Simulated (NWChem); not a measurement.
System meant: C4H5F; SMILES C=C=C(C)F

Here is an NWChem input.

```
start job
memory heap 200 mb stack 900 mb global 1100 mb
geometry units angstroms noautoz
  C     -0.016785    -2.220122     0.000000
  C     -0.043255    -0.912638     0.000000
  C     -0.035650     0.400446     0.000000
  C      1.159398     1.285895     0.000000
  F     -1.194458     1.084533     0.000000
  H     -0.008220    -2.794673     0.934500
  H     -0.008220    -2.794673    -0.934500
  H      2.085749     0.698311     0.000000
  H      1.148415     1.937719    -0.888473
  H      1.148415     1.937719     0.888473
end
basis spherical
  * library def2-svp
end
dft
  odft
  mult 2
  xc pbe0
  iterations 150
  mulliken
end
task dft energy
```

End of the output:

```
 Summary of "ao basis" -> "" (spherical)
 ------------------------------------------------------------------------------
       Tag                 Description            Shells   Functions and Types
 ---------------- ------------------------------  ------  ---------------------
 *                          def2-svp                  on all atoms

                                 NWChem DFT Module
                                 -----------------

 Summary of "ao basis" -> "ao basis" (spherical)
 ------------------------------------------------------------------------------
       Tag                 Description            Shells   Functions and Types
 ---------------- ------------------------------  ------  ---------------------
 C                          def2-svp                 6       14   3s2p1d
 F                          def2-svp                 6       14   3s2p1d
 H                          def2-svp                 3        5   2s1p

 Summary of "ao basis" -> "ao basis" (spherical)
 ------------------------------------------------------------------------------
       Tag                 Description            Shells   Functions and Types
 ---------------- ------------------------------  ------  ---------------------
 C                          def2-svp                 6       14   3s2p1d
 F                          def2-svp                 6       14   3s2p1d
 H                          def2-svp                 3        5   2s1p

      Symmetry analysis of basis
      --------------------------

        a'         64
        a"         31

  number of electrons :                   38
  multiplicity        :                    2
 ------------------------------------------------------------------------
  no. of electrons and multiplicity not compatible                  38
 ------------------------------------------------------------------------
 ------------------------------------------------------------------------
  current input line :
    25: task dft energy
 ------------------------------------------------------------------------
 ------------------------------------------------------------------------
 There is an error in the input file
 ------------------------------------------------------------------------
 For more information see the NWChem manual at https://nwchemgit.github.io

0: no. of electrons and multiplicity not compatible:Received an Error in Communication
```

Question: Find the fault in this run and fix the input.

Answer: The input was rejected before any calculation. Cause: the multiplicity doesn't fit the number of electrons (an even count wants an odd multiplicity, and the reverse). This input runs:
```
start job
memory heap 200 mb stack 900 mb global 1100 mb
geometry units angstroms noautoz
  C     -0.016785    -2.220122     0.000000
  C     -0.043255    -0.912638     0.000000
  C     -0.035650     0.400446     0.000000
  C      1.159398     1.285895     0.000000
  F     -1.194458     1.084533     0.000000
  H     -0.008220    -2.794673     0.934500
  H     -0.008220    -2.794673    -0.934500
  H      2.085749     0.698311     0.000000
  H      1.148415     1.937719    -0.888473
  H      1.148415     1.937719     0.888473
end
basis spherical
  * library def2-svp
end
dft
  xc pbe0
  iterations 150
  mulliken
end
task dft energy
```
It converges to -254.72914 Ha (PBE0/def2-SVP).
